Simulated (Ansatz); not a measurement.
A run of Ansatz (development build ahead of 0.2.0) on doublet H7 at this shape:

```
atom    x (Å)    y (Å)   z (Å)
   H   2.8750   0.0000  0.0000
   H   1.7925   2.2477  0.0000
   H  -0.6398   2.8030  0.0000
   H  -2.5903   1.2475  0.0000
   H  -2.5903  -1.2475  0.0000
   H  -0.6398  -2.8030  0.0000
   H   1.7925  -2.2477  0.0000
```

Its results:

```json
{"Converged": "yes", "Total energy": "-3.50134 hartree", "Spin squared of the determinant": "3.615", "Stability test": "minimum"}
```

Q: Which input gives this output? Name the method, the orbitals and the basis set, and write the input.

A: UHF in pcseg-2.

```yaml
crystal:
  periodic: [false, false, false]
  atoms:
    - { symbol: H, position_ang: [2.875, 0.0, 0.0] }
    - { symbol: H, position_ang: [1.7925, 2.2477, 0.0] }
    - { symbol: H, position_ang: [-0.6398, 2.803, 0.0] }
    - { symbol: H, position_ang: [-2.5903, 1.2475, 0.0] }
    - { symbol: H, position_ang: [-2.5903, -1.2475, 0.0] }
    - { symbol: H, position_ang: [-0.6398, -2.803, 0.0] }
    - { symbol: H, position_ang: [1.7925, -2.2477, 0.0] }
basis:
  gaussian: { orbitals: pcseg-2 }
magnetization:
  spin_polarized: true
  initial_magnetization: 1
hamiltonian:
  xc: hf
```

Caution: the unrestricted determinant is a mixture of spin states.
